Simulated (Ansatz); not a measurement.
Basis-set extrapolation for C$_{2}$H$_{5}$NOSi (`OC1N=C1[SiH3]`) (PBE0-D4/def2-TZVP geometry, frozen core, Ansatz). Multiplicity 1, RHF reference.

```
                      def2-TZVPP   def2-QZVPP
                 HF  -496.905811  -496.924272
    MP2 correlation    -0.874247    -0.936488
CCSD(T) correlation    -0.944340      not run
```

Energies in hartree. Use E(X) = E(∞) + A·exp(−7.88·√X) for Hartree–Fock and E(X) = E(∞) + B·X^(−2.97) for correlation, with X = 3 and 4, and add CCSD(T) minus MP2 of the smaller set to the MP2 limit.

Task: What is the CCSD(T) energy at the basis-set limit?

Result: HF limit: -496.924272 + (-0.018461) × 0.13774 = -496.92681. MP2 limit: -0.936488 + (-0.062241) × 0.74074 = -0.98259. Higher-order term: -0.944340 − (-0.874247) = -0.07009. Total: -497.97949 hartree, 3.52 eV below CCSD(T)/def2-TZVPP.
